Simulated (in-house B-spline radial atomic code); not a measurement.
The numbers below are computed, except where a source is named.
**Ghost states of the separable form: C**

C, [He] 2s2 2p2, non-relativistic PBE, spherical and spin-unpolarised, from a B-spline radial code for spherical atoms (atomic units; all potentials screened as in the neutral atom).

Troullier-Martins channels: 2s (ε = -0.5049, r_c = 1.352 bohr), 2p (ε = -0.1944, r_c = 2.017 bohr). In the Kleinman-Bylander form one channel serves as the local potential, and each other channel l becomes |δV u><u δV|/<u|δV|u>, with δV = V_l − V_local and u the pseudo-orbital. Its strength is E_KB = <u|δV²|u>/<u|δV|u>. By the analysis of Gonze, Stumpf and Scheffler a spurious state lies below the reference level ε if E_KB > 0 and ε is above the second level of the local potential alone, or if E_KB < 0 and ε is above its first. The table's levels are those of angular momentum l in a sphere of 9 bohr, whose wall can lift a shallow ε a little above its free-atom value.

```tsv
local	channel	<u δV u>	<u δV² u>	ε	first local level	second local level
p	s	0.47971	1.6234	-0.5049	-1.8330	-0.0462
s	p	-0.44323	1.432	-0.1943	-0.0394	0.1490
```

Question: Apply the rule to each row.

Answer: Local p, channel s: E_KB = +3.38, so ε = -0.5049 is set against -0.0462: no ghost. Local s, channel p: E_KB = -3.23, so ε = -0.1943 is set against -0.0394: no ghost.

Diagonalising the separable Hamiltonian gives:

```csv
local,channel,three lowest levels,"all-electron, two lowest valence levels"
p,s,"-0.5049, 0.0298, 0.2993","-0.5049, 0.0292"
s,p,"-0.1943, 0.0877, 0.3658","-0.1943, 0.0875"
```

Question: Which choices of local channel are safe?

Answer: All are free of ghosts. Among the safe choices the second level, which tests transfer, is off by at most 0.2 millihartree (s local), 0.5 millihartree (p local).
